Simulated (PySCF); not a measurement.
Bonds (- single, = double, # triple, : aromatic): F1-C2, C2-F3, C2-F4, C2-C5, C5=N6, N6-C7, C7-C8, C8-C9, C9-C10, C10-C5. C7 carries H11, H12; C8 carries H13, H14; C9 carries H15, H16; C10 carries H17, H18.

Non-relativistic Hamiltonian, averaged over atoms made equivalent by symmetry, fast rotation or ring inversion, one conformer, isolated molecule. PBE0/pcSseg-1 with gauge-including orbitals; GFN2-xTB geometry; PySCF 2.14.0 with density-fitted response routines.

Scale: TMS for $^{13}$C (reference shieldings calculated alike).

Q: Do the $^{13}$C shifts follow the atomic charges (in e)? Tabulate both.

A: 
| atoms | hybridisation | δ (ppm) | σ para (ppm) | Hirshfeld | IAO | Mulliken | ESP-fitted |
| --- | --- | --- | --- | --- | --- | --- | --- |
| C5 | sp2 | 163.2 | -235 | +0.05 | +0.10 | -0.12 | +0.42 |
| C2 | sp3 | 129.4 | -186 | +0.25 | +0.80 | +0.90 | +0.49 |
| C7 | sp3 | 52.6 | -112 | -0.02 | -0.16 | -0.01 | +0.25 |
| C10 | sp3 | 26.7 | -91 | -0.08 | -0.31 | -0.16 | -0.18 |
| C8 | sp3 | 25.0 | -88 | -0.07 | -0.28 | -0.27 | -0.17 |
| C9 | sp3 | 22.0 | -82 | -0.07 | -0.25 | -0.22 | +0.12 |

Correlation coefficients of δ with charge over these carbons: Hirshfeld +0.77, IAO +0.75, Mulliken +0.53, ESP-fitted +0.84; with the paramagnetic shielding -1.00. Among the 5 sp3 carbons alone: Hirshfeld +0.99, IAO +0.98, Mulliken +0.99, ESP-fitted +0.85. With so few points, grouped by hybridisation, these coefficients are fragile. Charge is one influence among several: hybridisation and low-lying excitations act through the paramagnetic term.

Shifts are as computed. Against solution values, carbons near 30 ppm lie about +3 ppm off and those near 130 ppm about +5 ppm. Of 1211 compounds with measured shifts, 218 miss one by over three times the rms of a fit or turn the order of signals round; such compounds aren't used in these exercises.
